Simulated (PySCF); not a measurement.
A structure optimised at PBE-D3(BJ)/def2-SVP, used in a PySCF frequency run:

```
C
H 1 1.1091
C 1 1.5248 2 110.15
H 3 1.1081 1 111.95 2 -56.79
H 3 1.1090 4 107.86 1 122.37
H 3 1.1122 4 107.68 5 116.50
C 1 1.5276 2 109.38 3 124.57
H 7 1.1082 1 111.94 2 55.77
H 7 1.1101 8 107.89 1 121.10
H 7 1.1101 8 108.18 9 116.12
Se 1 2.0002 2 105.45 7 114.78
H 11 1.4860 1 94.57 2 61.73
```

Problem. Write its SMILES and formula.

Solution. CC(C)[SeH], C3H8Se

Problem. What are its rotational constants (standard atomic weights)?

Solution. 7.7120, 2.7961, 2.2055 GHz
